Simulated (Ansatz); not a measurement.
`C[SiH](C)[NH][GaH2]` + `BN` → `BN[SiH](C)C` + `[NH2][GaH2]` at 400 K and 1 bar (ligand exchange at the Si–N bond).

Isolated molecules relaxed with PBE0-D4/def2-TZVP in Ansatz; ΔE leaves out vibrations. CCSD(T)/CBS is the MP2 limit (def2-TZVPP, def2-QZVPP) plus CCSD(T) − MP2 in def2-TZVPP, frozen cores. This one scheme is used for every species. For Ga outer-core shells are correlated without core-valence functions, which leaves a few kJ/mol of doubt a bond. Scalar relativity is left out up to krypton. Each species was taken in one conformer, which may not be the lowest.

```
              species  CCSD(T)/CBS energy (Eh)  H − E (kJ/mol)  S (J/(mol·K))
`C[SiH](C)[NH][GaH2]`              -2349.91257           338.8          447.4
                 `BN`                -81.93499           142.5          243.5
        `BN[SiH](C)C`               -450.78732           357.8          409.5
        `[NH2][GaH2]`              -1981.05479           122.4          284.4
```

H − E and S are ideal-gas, rigid-rotor, harmonic terms from PBE0-D4/def2-TZVP, for one conformer and one mirror image of each species. 1 Eh = 2625.50 kJ/mol, R = 8.31446 J/(mol·K).

**Question.** By hand: ΔE, ΔH, ΔS and ΔG.

**Answer.** ΔE = (-450.78732) + (-1981.05479) − (-2349.91257) − (-81.93499) = 0.00545 Eh = 14.3 kJ/mol. Δ(H − E) = 357.8 + 122.4 − 338.8 − 142.5 = -1.1, so ΔH = 13.2 kJ/mol. ΔS = 409.5 + 284.4 − 447.4 − 243.5 = 3.0 J/(mol·K). ΔG = 13.2 − 400 × (3.0)/1000 = 12.0 kJ/mol.

**Question.** By hand: the equilibrium constant, and the temperature at which ΔG would vanish if ΔH and ΔS stayed fixed.

**Answer.** log₁₀ K = −ΔG/(RT ln 10) = -1.6. ΔG = 0 at ΔH/ΔS = 4400 K, far beyond where these terms or the molecules hold.

The number of gas molecules stays the same, so ΔS is small and ΔH decides. A doubt of 5 kJ/mol in ΔE shifts log₁₀ K by 0.7 here. Other conformers and mirror images would add mixing entropy, several J/(mol·K) or more a flexible species. Modes under 60 cm⁻¹, often nearly free rotors, make the harmonic entropy too high. These are equilibria of isolated gas molecules and say nothing of rates. Largest T1 diagnostic: 0.014 (customary marks: 0.02 for closed shells, 0.045 for open ones).
